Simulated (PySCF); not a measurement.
# State search for ZnF

Unrestricted PBE0; PySCF, scalar-relativistic core potentials, basis sets Zn cc-pVDZ-PP with ECP10, F cc-pVDZ. Outer shells of the fragments: Zn 3d10 4s2; F 2s2 2p5.

Followed along the bond (rough minima from three points):

```
2Ms+1   unpaired  ⟨S²⟩ at the start  R at minimum (Å)  Te (eV)
    2        σ ↑               0.75              1.77     0.00
    4  σ ↑, π ↑↑               3.75  none in the scan   ≤ 6.94
```

Solutions found at the starting distance of 1.805 Å, counted from the lowest of them; the search is not exhaustive and high or unbound solutions are not listed, so other states can lie among these:

| 2Ms+1 | unpaired | term | E (eV) | ⟨S²⟩ | ⟨Lz²⟩ | μ (D) |
| --- | --- | --- | --- | --- | --- | --- |
| 2 | σ ↑ | ²Σ⁺ | 0.00 | 0.75 | 0.00 | -2.71 |
| 2 | π ↑ | ²Π | 4.32 | 0.75 | 1.00 | 2.27 |
| 2 | π ↑ | ²Π | 4.54 | 0.77 | 1.00 | -4.13 |
| 4 | σ ↑, π ↑↑ | mixed | 7.34 | 3.75 | 2.00 | 1.84 |
| 4 | σ ↑, π ↑↑ | mixed | 7.47 | 3.75 | 2.00 | 1.87 |
| 4 | σ ↑↑, π ↑ | ⁴Π | 7.87 | 3.75 | 1.01 | 0.96 |
| 4 | σ ↑↑, π ↑ | ⁴Π | 9.01 | 3.75 | 1.00 | 1.34 |
| 4 | σ ↑↑↑ | ⁴Σ⁺ | 9.69 | 3.75 | 0.00 | 0.66 |

A term symbol is given only where ⟨S²⟩ and ⟨Lz²⟩ are close to those of a pure state; real π, δ and φ orbitals otherwise mix terms. A positive dipole means Zn(−)F(+).

Counting both spins, an empty level lies below a filled one in some of these solutions, because spin and occupation are held.
